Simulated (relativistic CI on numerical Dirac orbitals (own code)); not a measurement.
Method of calculation: Dirac-Coulomb-Breit CI, orbitals from a KLI potential per configuration, QED by a radiative potential, unscaled Slater integrals (own radial code, finite nucleus).

The strongest absorption lines from the ground level of an ion, among the configurations computed and to levels below about 7080 eV (vacuum wavelength in nm, gf): 0.17606 (0.12), 0.17712 (0.06), 0.21857 (0.0014), 0.23155 (0.34), 0.23319 (0.097), 0.23644 (0.26), 2.4700 (0.16), 9.9603 (0.0089).

Task: Which ion is it?
A. In45+
B. I47+
C. I49+
D. La53+

Result: C. I49+ has 4 electrons and the ground level 2s² ¹S0; the strongest line goes to 2s3p ¹P°1. The pattern of lines fixes the number of electrons, and along that sequence the line energies rise steadily with the charge (about as its square where n changes within one kind of shell, about linearly where n is kept but much faster in heavy ions where fine structure, which grows about as Z⁴, sets the gap, and irregularly where shells cross), which fixes Z. Configurations outside the model, such as inner-shell arrays, can give stronger lines. At this charge energies of transitions that change n are usually good to better than 1 %, and those within a shell (Δn = 0) to a few per cent.

LS names give the leading component of a level, which can be under half, so a name can repeat, a term be missing and a line seem to break the LS rules.
